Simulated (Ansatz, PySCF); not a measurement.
This Ansatz (a quantum-chemistry and plane-wave program) input computes a CCSD(T)/cc-pVDZ energy:

Ansatz 0.2 input:
```yaml
crystal:
  periodic: [false, false, false]
  atoms:
    - {symbol: B, position_ang: [-0.10389135, -0.05475826, 0.02011587]}
    - {symbol: F, position_ang: [0.37034928, 1.26600823, 0.11778637]}
    - {symbol: F, position_ang: [0.95004215, -0.84962815, -0.42291848]}
    - {symbol: N, position_ang: [-1.34271542, -0.52706268, 0.29194991]}
    - {symbol: H, position_ang: [-1.96505813, 0.21580938, 0.60196030]}
basis:
  gaussian:
    orbitals: cc-pVDZ
total_charge: -1
magnetization: {spin_polarized: false}
correlation: {method: ccsd_t, electrons: outside_noble_gas}
```

### Question
Write an input for the same energy in PySCF and say what it gives.

### Answer

```python
from pyscf import gto, scf, mp, cc as ccmod

mol = gto.M(
    atom='''
    B    -0.10389135   -0.05475826    0.02011587
    F     0.37034928    1.26600823    0.11778637
    F     0.95004215   -0.84962815   -0.42291848
    N    -1.34271542   -0.52706268    0.29194991
    H    -1.96505813    0.21580938    0.60196030
    ''',
    basis='cc-pvdz',
    charge=-1,
    spin=0,
    verbose=4,
)

mf = scf.RHF(mol)
mf.conv_tol = 1e-10
mf.max_cycle = 100
mf.kernel()
mp2 = mp.MP2(mf, frozen=4).run()
cc = ccmod.CCSD(mf, frozen=4)
cc.max_cycle = 100
cc.kernel()
et = cc.ccsd_t()
print(f'E(CCSD(T)) = {cc.e_tot + et:.9f}')
```
It gives -279.39331 Eh, and Ansatz -279.39330 Eh, a difference of 0.01 mEh.

It need not be the lowest isomer of its formula. Whether it binds its extra electron was not tested at this geometry.
